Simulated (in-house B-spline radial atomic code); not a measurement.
A run on an ion of nuclear charge 26 with 26.5 electrons that did not converge. Method: scalar-relativistic (X2C) LDA exchange-only, spin-polarised, spherical fractional occupations, Fermi nucleus of rms radius 3.7377 fm; computed with a B-spline radial code for spherical atoms.

Command:
```bash
python run_scf.py task.json out
```
Settings (nuclear radius in fm, mass in u):
```
Z                26
configuration    [Ar] 3d6.5 4s2
hamiltonian      x2c
method           lda,
spin_polarised   True
nucleus          fermi
rms_radius       3.7377
atomic_mass      55.93494
speed_of_light   137.035999084
```

First and last ten iterations of the last attempt (damped for 15 steps, keeping 80 % of the old Fock matrix, then DIIS):
```
 iter        energy (Eh)    residual
    1       -1255.265089    3.95e-01
    2       -1256.262725    6.15e-01
    3       -1261.825285    4.22e-01
    4       -1264.985200    2.61e-01
    5       -1266.628696    1.48e-01
    6       -1267.399629    9.06e-02
    7       -1267.724946    6.57e-02
    8       -1267.852539    4.53e-02
    9       -1267.903561    3.05e-02
   10       -1267.926753    2.11e-02
  111       -1267.256362    6.58e-02
  112       -1267.953435    1.76e-03
  113       -1267.953430    1.77e-03
  114       -1267.256463    6.58e-02
  115       -1267.256504    6.58e-02
  116       -1267.256494    6.58e-02
  117       -1267.256496    6.57e-02
  118       -1267.256395    6.58e-02
  119       -1267.256389    6.58e-02
  120       -1267.256507    6.57e-02
 not converged after 120 iterations
```

The smallest residual met was 1.4e-03; the threshold is about 3e-07. No energy from this run should be used. The likely cause: this method binds the added charge weakly or not at all at the basis-set limit, so charge moves back and forth between the atom and the box. Time taken, with all properties: 2 s on 1 thread of Intel(R) Xeon(R) Platinum 8488C, with other jobs on the host.
